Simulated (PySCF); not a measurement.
B(CCH)2(OH) (C₄H₃BO), SMILES C#CB(O)C#C. Atoms are numbered in the order given.

```xyz
9

B     -0.4248    -0.0094     0.0000
C      0.3814     1.3017     0.0000
C      1.0137     2.3564     0.0000
H      1.5782     3.2799     0.0000
C      0.2942    -1.3641     0.0000
C      0.9079    -2.4289     0.0000
H      1.4411    -3.3705     0.0000
O     -1.7929     0.0037     0.0000
H     -2.1356     0.9172     0.0000
```

Coordinates come from a PBE-D3(BJ)/def2-SVP optimisation. One conformer was computed; it need not be the lowest.

Computed with r2SCAN/def2-TZVP run with PySCF.

Symmetry labels are those of the subgroup Cs that the program uses (full group Cs).

Computed valence orbital energies around the gap with their symmetry:
```tsv
orbital	symmetry	energy (eV)
HOMO−7	A'	-12.74
HOMO−6	A'	-11.43
HOMO−5	A"	-9.68
HOMO−4	A'	-9.35
HOMO−3	A"	-7.65
HOMO−2	A'	-7.54
HOMO−1	A"	-7.31
HOMO	A'	-7.05
LUMO	A"	-2.55
LUMO+1	A'	-0.93
LUMO+2	A"	0.17
LUMO+3	A'	0.61
```
